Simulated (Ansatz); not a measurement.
`C#[C][GaH][SH]` + CH₃OH → `C[O][GaH][SH]` + acetylene at 400 K and 1 bar (ligand exchange at a Ga–C bond).

Gas-phase electronic energies from Ansatz, PBE0-D4/def2-TZVP geometries. CBS: MP2 limit from def2 TZ/QZ plus the TZ coupled-cluster correction, frozen cores. This one scheme is used for every species. For Ga outer-core shells are correlated without core-valence functions, which leaves a few kJ/mol of doubt a bond. Scalar relativity is left out up to krypton. Each species was taken in one conformer, which may not be the lowest.

| species | CCSD(T)/CBS energy (Eh) | H − E (kJ/mol) | S (J/(mol·K)) |
| --- | --- | --- | --- |
| `C#[C][GaH][SH]` | -2399.59828 | 121.2 | 362.7 |
| CH₃OH | -115.61712 | 151.2 | 252.6 |
| `C[O][GaH][SH]` | -2437.99512 | 184.2 | 383.8 |
| `C#C` | -77.22717 | 85.5 | 213.8 |

H − E and S are ideal-gas, rigid-rotor, harmonic terms from PBE0-D4/def2-TZVP, for one conformer and one mirror image of each species. 1 Eh = 2625.50 kJ/mol, R = 8.31446 J/(mol·K).

Task: By hand: ΔE, ΔH, ΔS and ΔG.

Result: ΔE = (-2437.99512) + (-77.22717) − (-2399.59828) − (-115.61712) = -0.00689 Eh = -18.1 kJ/mol. Δ(H − E) = 184.2 + 85.5 − 121.2 − 151.2 = -2.7, so ΔH = -20.8 kJ/mol. ΔS = 383.8 + 213.8 − 362.7 − 252.6 = -17.7 J/(mol·K). ΔG = -20.8 − 400 × (-17.7)/1000 = -13.7 kJ/mol.

Task: By hand: the equilibrium constant, and the temperature at which ΔG would vanish if ΔH and ΔS stayed fixed.

Result: log₁₀ K = −ΔG/(RT ln 10) = 1.8. ΔG = 0 at ΔH/ΔS = 1175 K, though so small a ΔS makes that figure unsure.

TΔS isn't small against ΔH here. A doubt of 5 kJ/mol in ΔE shifts log₁₀ K by 0.7 here. Other conformers and mirror images would add mixing entropy, several J/(mol·K) or more a flexible species. These are equilibria of isolated gas molecules and say nothing of rates. Largest T1 diagnostic: 0.014 (customary marks: 0.02 for closed shells, 0.045 for open ones).
